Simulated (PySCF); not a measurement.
A series of related molecules.

All values: PBE0/def2-SVPD (PySCF) at PBE0-D3(BJ)/def2-SVP geometries, gas phase, one conformer each. Core orbitals are frozen in the response; Δα² is half the sum of the squared differences of the principal polarisabilities.

Question: Rank by vertical ionisation energy (ΔSCF), lowest first.
A. `n1ccc(n1C1CC1)C=O`
B. `COc1ccnn1C1CC1`
C. `Cc1ccnn1C1CC1`

Answer: B (8.18 eV), C (8.49 eV), A (9.03 eV).

Question: Rank by HOMO–LUMO gap, lowest first.
A. `C#Cc1ccnn1C1CC1`
B. `CC1=CC=NN1C1CC1`
C. `O=Cc1ccnn1C1CC1`
D. `n1ccc(OC)n1C1CC1`

Answer: C (5.36 eV), A (6.08 eV), D (7.01 eV), B (7.21 eV).

Question: Rank by mean static polarisability, lowest first.
A. `n1(c(C)ccn1)C1CC1`
B. `C#Cc1ccnn1C1CC1`
C. `c1cc(C=O)n(n1)C1CC1`

Answer: A (13.82 Å³), C (14.63 Å³), B (15.84 Å³).

All values together:

```
         SMILES   formula  μ (D)  HOMO (eV)  LUMO (eV)  α (Å³)  Δα (Å³)  electrons  α per electron (Å³)  ΔSCF removal energy (eV)
O=Cc1ccnn1C1CC1   C7H8N2O   1.43      -7.30      -1.94   14.63     7.24         72                0.203                      9.03
C#Cc1ccnn1C1CC1    C8H8N2   1.64      -6.83      -0.75   15.84     8.49         70                0.226                      8.56
  Cc1ccnn1C1CC1   C7H10N2   2.56      -6.73       0.48   13.82     5.68         66                0.209                      8.49
 COc1ccnn1C1CC1  C7H10N2O   2.86      -6.35       0.65   14.60     6.23         74                0.197                      8.18
```

Conformers: `[O:1]=[CH:2][c:3]1[cH:4][cH:5][n:6][n:7]1[CH:8]1[CH2:9][CH2:10]1` with O1–C2–C3–C4 180°, N6–N7–C8–C9 -34°; `[CH:1]#[C:2][c:3]1[cH:4][cH:5][n:6][n:7]1[CH:8]1[CH2:9][CH2:10]1` with N6–N7–C8–C9 29°; `[CH3:1][c:2]1[cH:3][cH:4][n:5][n:6]1[CH:7]1[CH2:8][CH2:9]1` with N5–N6–C7–C8 52°; `[CH3:1][O:2][c:3]1[cH:4][cH:5][n:6][n:7]1[CH:8]1[CH2:9][CH2:10]1` with C1–O2–C3–C4 0°, N6–N7–C8–C9 -29°.
